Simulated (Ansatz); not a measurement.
System: 3-methyl-2,5-dihydro-1H-silole, C5H10Si, charge 0, multiplicity 1. 
Geometry from a B3LYP-D3(BJ)/def2-TZVP (Ansatz, an electronic-structure program) optimisation:
```xyz
16

C      2.5183    -0.3663     0.0372
C      1.0263    -0.2365     0.0530
C      0.2006    -1.1896     0.4960
C     -1.2946    -0.9763     0.4773
Si    -1.4446     0.7638    -0.2592
C      0.4155     1.0531    -0.4639
H      2.9068    -0.2576    -0.9801
H      2.9833     0.4242     0.6342
H      2.8453    -1.3300     0.4288
H      0.5972    -2.1273     0.8745
H     -1.8008    -1.7363    -0.1251
H     -1.7226    -1.0492     1.4814
H     -2.0889     1.7362     0.6580
H     -2.1837     0.7939    -1.5456
H      0.7808     1.9124     0.1071
H      0.7098     1.2340    -1.5023
```
Charge 0, spin multiplicity 1.

Computed values are from Ansatz. Valence correlation only, unless marked. UHF or UKS for open shells. Spin-orbit coupling is left out. No relativistic terms. Basis-set limits of correlation are two-point, X^-3; Hartree-Fock from the larger set.

Question: What is the total energy at CCSD(T)/CBS(cc-pV(T+d)Z,cc-pV(Q+d)Z)?

Answer: -485.3413 Eh.

Question: What is the dipole moment at CCSD(T)/aug-cc-pV(D+d)Z?

Answer: 0.62 D.

Question: What is the T1 diagnostic at CCSD/cc-pV(Q+d)Z?

Answer: 0.011.

Question: What is the atomisation energy De at CCSD(T)/CBS(cc-pV(T+d)Z,cc-pV(Q+d)Z)?

Answer: 1540.4 kcal/mol.
